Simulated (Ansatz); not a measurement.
Born–Oppenheimer molecular dynamics of CH5BClN (9 atoms, charge 0, multiplicity 1). It starts from a relaxed structure.

Level of theory: Ansatz, RKS B3LYP-D4/STO-3G.

* ensemble: NVE (velocity Verlet)
* time step: 0.25 fs
* steps asked: 250
* starting velocities drawn for: 700 K
* seed: 225052

First frame:

```xyz
9
Properties=species:S:1:pos:R:3
B -0.071 0.089 -0.001
C -0.021 -0.078 1.570
H -0.993 -0.377 1.988
H 0.725 -0.831 1.865
H 0.277 0.867 2.051
Cl 1.452 0.434 -0.925
N -1.243 -0.008 -0.740
H -2.168 -0.204 -0.307
H -1.291 0.108 -1.773
```

Problem. What does the run give?

Solution. All steps were run.

```json
{
  "steps done": "250",
  "time covered": "62.5 fs",
  "mean temperature over the second half": "352 K",
  "spread of the potential energy over the second half": "6.8 meV per atom",
  "mean potential energy of the second half above the start": "35.1 meV per atom"
}
```

The conserved energy stayed within 0.24 meV per atom of its start (net change 0.14 meV per atom), so the integration is sound. Over the second half the temperature averaged 0.50 of the 700 K drawn at the start: a run that starts near a minimum puts about half its kinetic energy into the potential. A run of 0.062 ps of so small a system gives no equilibrium averages. Limits of this set-up: minimal basis.

Problem. What happens to the structure?

Solution. The same pairs are bonded in the first frame and the last. Pairs count as bonded within 1.25 times the sum of covalent radii (0.12 Å more for H–H). This is one draw of velocities; another would differ in detail.

Problem. How do temperature and energy run in time?

Solution. 
| time (fs) | T (K) | potential energy less start (eV) | conserved less start (meV/atom) |
| --- | --- | --- | --- |
| 0.0 | 700 | 0.000 | 0.00 |
| 5.0 | 359 | 0.309 | 0.04 |
| 10.0 | 538 | 0.147 | 0.05 |
| 15.0 | 343 | 0.324 | 0.07 |
| 20.0 | 357 | 0.312 | 0.11 |
| 25.0 | 296 | 0.367 | 0.17 |
| 30.0 | 333 | 0.333 | 0.13 |
| 35.0 | 302 | 0.361 | 0.13 |
| 40.0 | 374 | 0.296 | 0.11 |
| 45.0 | 381 | 0.290 | 0.09 |
| 50.0 | 401 | 0.271 | 0.09 |
| 55.0 | 446 | 0.231 | 0.08 |
| 60.0 | 301 | 0.362 | 0.10 |

Run time: 5.8 min on 1 thread of Arm Neoverse V1, with other jobs on the host, peak memory 0.087 GiB.
